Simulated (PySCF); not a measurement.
Excitation energy of P by level of theory

P [Ne] 3s2 3p3 (4S) → P [Ne] 3s2 3p2 4s1 (4P), as a difference of total energies. Calculation: PySCF 2.14, in x2c-TZVPPall with one added diffuse shell each of s, p, d type (6s6p4d1f, 51 functions); the spin-free X2C one-electron Hamiltonian (Gaussian nucleus). Correlated levels: valence and next inner shell: 1s2 frozen. The calculations carry no spin-orbit coupling.

```
                                method  excitation energy (eV)  error (eV)
                                   UHF                   6.967       0.000
    MP2 (valence and next inner shell)                   7.243      +0.276
SCS-MP2 (valence and next inner shell)                   7.158      +0.191
   CCSD (valence and next inner shell)                   7.168      +0.201
CCSD(T) (valence and next inner shell)                   7.177      +0.210
```

Reference: 6.967 eV (measured; NIST levels, between the centres of gravity of the two terms).

Errors of the correlated levels include the incompleteness of this basis and the frozen core.

The promoted electron is Rydberg-like, and one or two diffuse shells describe it only roughly, which tends to raise the upper state.
